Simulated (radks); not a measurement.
Values are calculated unless marked as measured or tabulated.
Ionisation of In+, [Kr] 4d10 5s2, to In2+, [Kr] 4d10 5s1, under several functionals. Scalar-relativistic Kohn-Sham, spin-polarised, spherical densities, finite nucleus; open shells are filled with parallel spins first (spin-orbit coupling, left out, can overturn this in heavy ions); a radial shooting solver on a logarithmic mesh with Libxc functionals.

| functional | E(In+) (hartree) | Exc (hartree) | IE (eV) | -e(HOMO) (eV) | <r> HOMO (bohr) | IE error (eV) |
|---|---|---|---|---|---|---|
| PBEsol | -5878.62059 | -156.61904 | 18.978 | 14.984 | 2.470 | +0.107 |
| B86b exchange with PBE correlation | -5881.98658 | -160.02060 | 19.005 | 14.960 | 2.480 | +0.135 |
| exchange-only LDA | -5871.46986 | -149.38040 | 18.062 | 14.117 | 2.495 | -0.808 |
| SOGGA | -5878.25892 | -156.25628 | 18.828 | 14.845 | 2.474 | -0.043 |
| r2SCAN | -5882.10776 | -159.88631 | 18.702 | 15.117 | 2.480 | -0.168 |
| BP86 | -5882.38118 | -160.41415 | 19.145 | 15.136 | 2.471 | +0.275 |
| LDA (Slater exchange, VWN5 correlation) | -5876.12059 | -154.09538 | 19.411 | 15.303 | 2.464 | +0.541 |
| PBE | -5881.29699 | -159.32427 | 18.979 | 14.925 | 2.482 | +0.109 |

NIST Atomic Spectra Database: 18.870 eV (measured). Closest: SOGGA. The Delta-SCF values span 1.35 eV, the total energies 10.91 hartree. The highest occupied level is 5s.
